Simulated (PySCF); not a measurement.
C2H3F3. Atoms are numbered in the order given.

```xyz
8

C      0.0000     0.0000     1.4742
C      0.0000     0.0000    -0.0305
F     -1.0836    -0.6256    -0.5253
F      1.0836    -0.6256    -0.5253
F      0.0000     1.2512    -0.5253
H     -0.8966     0.5177     1.8406
H      0.8966     0.5177     1.8406
H      0.0000    -1.0353     1.8406
```

Coordinates come from a B3LYP-D3(BJ)/def2-SVP optimisation.

Method: PySCF with HF/def2-TZVP.

Gas-phase values at a fixed geometry.

```yaml
total_energy: -375.98478 hartree
point_group: C3v
highest_occupied_level: -15.37 eV
lowest_empty_level: 3.82 eV
orbital_gap: 19.19 eV
dipole_moment: 0.525 e·Å
quadrupole, principal values (traceless, Buckingham form, about the centre of nuclear charge): -1.65, -1.65, 3.29 D·Å
mean_static_polarisability: 25.3 bohr³ (3.75 Å³)
polarisability_principal_values: 25.2, 25.3, 25.3 bohr³
```
